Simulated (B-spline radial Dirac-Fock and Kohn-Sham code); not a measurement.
# Core-level shifts of platinum with charge state

The computed values come from an atomic code on a B-spline grid: ΔSCF Dirac-Fock with Breit, self-energy and vacuum polarisation, finite nucleus, configuration average. Each ion is free and in its tabulated ground configuration. No correlation.

Reference: Pt⁸⁺, [Xe] 4f14 5d2, with 1s 78533.6 eV, 3d3/2 2345.4 eV, 4s 872.4 eV, 4p1/2 756.2 eV, 4d5/2 457.8 eV, Kα1 (K-L3) 66826.0 eV, Kβ1 (K-M3) 75739.9 eV, Lα1 (L3-M5) 9442.6 eV. Shifts from it, in eV (a dash: the subshell is empty, belongs to an open shell averaged over j, or its hole state is left out as unreliable):

```tsv
ion	configuration	1s	3d3/2	4s	4p1/2	4d5/2	Kα1	Kβ1	Lα1
Pt⁹⁺	[Xe] 4f14 5d1	?	?	?	?	?	?	?	?
Pt¹⁰⁺	[Xe] 4f14	+45.7	+45.0	+44.0	+43.9	+43.6	-0.10	+0.87	+0.89
Pt¹¹⁺	[Kr] 4d10 4f14 5s2 5p5	+74.0	+71.6	+69.8	+69.6	+69.3	+0.84	+2.69	+1.63
Pt¹²⁺	[Kr] 4d10 4f14 5s2 5p4	+103.1	+98.9	+96.2	+96.0	+95.6	+1.89	+4.72	+2.38
Pt¹³⁺	[Kr] 4d10 4f14 5s2 5p3	+132.9	+126.8	+123.1	–	+122.5	+2.98	+6.84	+3.23
Pt¹⁴⁺	[Kr] 4d10 4f14 5s2 5p2	+163.6	+155.4	+150.7	+150.2	+149.9	+4.15	+9.12	+4.14
Pt¹⁵⁺	[Kr] 4d10 4f14 5s2 5p1	+195.0	+184.6	+178.7	+178.1	+177.8	+5.40	+11.56	+5.11
```

Problem. Give the missing shifts for Pt⁹⁺.

Solution. 1s +22.4, 3d3/2 +22.1, 4s +21.6, 4p1/2 +21.6, 4d5/2 +21.4, Kα1 -0.06, Kβ1 +0.40, Lα1 +0.42 (eV).

Over this range K (1s) moves by +195.0 eV and Kα1 by +5.4 eV: a line is a difference of two levels that shift in the same direction.
